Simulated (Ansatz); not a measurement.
Start from `[O]=[V]([OH])([F])[F]` and change one atom or group to get `[O]=[V]([F])([F])[Cl]`.

Ansatz, PBE0-D4/def2-TZVP geometries, multiplicity 1. Each molecule was computed in one conformer, which needn't be the lowest.

Scalar relativity is left out up to krypton.

| property | `[O]=[V]([OH])([F])[F]` |
| --- | --- |
| ideal-gas entropy at 298 K and 1 bar (rigid rotor, harmonic PBE0-D4/def2-TZVP) / J/(mol·K) | 321 |
| HOMO–LUMO gap (ωB97M-V/def2-TZVPP) / eV | 12.28 |
| HOMO energy (ωB97M-V/def2-TZVPP) / eV | -13.36 |
| HOMO energy (PBE/def2-TZVPP) / eV | -9.07 |
| LUMO energy (PBE0/def2-TZVPP) / eV | -3.41 |
| HOMO energy (PBE0/def2-TZVPP) / eV | -10.92 |

(1) What does the change do to each property? (Best estimate.)

## Answers

(1) Ansatz gave: 
| property | `[O]=[V]([F])([F])[Cl]` | shift |
| --- | --- | --- |
| ideal-gas entropy at 298 K and 1 bar (rigid rotor, harmonic PBE0-D4/def2-TZVP) / J/(mol·K) | 329 | 8 |
| HOMO–LUMO gap (ωB97M-V/def2-TZVPP) / eV | 10.37 | -1.91 |
| HOMO energy (ωB97M-V/def2-TZVPP) / eV | -12.33 | 1.03 |
| HOMO energy (PBE/def2-TZVPP) / eV | -8.59 | 0.48 |
| LUMO energy (PBE0/def2-TZVPP) / eV | -4.22 | -0.81 |
| HOMO energy (PBE0/def2-TZVPP) / eV | -10.10 | 0.82 |

With PBE0 the HOMO rises by 0.82 eV and the LUMO falls by 0.81 eV, so the gap narrows by about 1.63 eV. PBE moves the HOMO by 0.48 eV and ωB97M-V by 1.03 eV. The zero-point energy changes by -32.2 kJ/mol with -3 modes.
